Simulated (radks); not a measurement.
The numbers below are computed, except where a source is named.
Nb XIV, configuration [Ar] 3d10. Code: a radial shooting solver on a logarithmic mesh with Libxc functionals. Model: scalar-relativistic Kohn-Sham, PBEsol, spin-polarised, spherical densities, finite nucleus; Fermi nuclear charge, rms radius 4.324 fm. Some entries of the table are withheld. Estimate them.

orbital  occ.  eigenvalue (eV)  <r^2> (bohr^2)  <1/r> (bohr^-1)
1s          2        -19077.31             (1)            42.38
2s          2        -2902.872         0.02942            9.529
2p          6        -2622.882         0.02314              (2)
3s          2              (3)             (4)              (5)
3p          6        -609.8148          0.2248            3.129
3d         10        -459.7092             (6)            2.910
4s          0        -280.2522           1.093            1.410
4p          0        -250.2345           1.206            1.327

Answer. 
(1) 1s <r^2> (bohr^2): 0.001758
(2) 2p <1/r> (bohr^-1): 9.278
(3) 3s eigenvalue (eV): -701.8139
(4) 3s <r^2> (bohr^2): 0.2207
(5) 3s <1/r> (bohr^-1): 3.282
(6) 3d <r^2> (bohr^2): 0.2121
